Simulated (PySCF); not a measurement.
Al(Cl)2(SeH) (AlCl2HSe), SMILES [Cl][Al]([Cl])[SeH]. Coordinates come from a PBE-D3(BJ)/def2-SVP optimisation. The values are those of a single conformer.

### Question
Give the equilibrium geometry at PBE-D3(BJ)/def2-SVP (PySCF confirms it by a frequency run) as Cartesian coordinates in Å, and its point group. (Estimate from the structure and the level; the computed values follow.)

### Answer
Several could match; the one computed here: point group Cs.
```xyz
5

Al     0.0004     0.5455     0.0000
Cl     1.8256     1.5901     0.0000
Cl    -1.8100     1.6209     0.0000
Se     0.0347    -1.7614     0.0000
H     -1.4518    -1.7900     0.0000
```
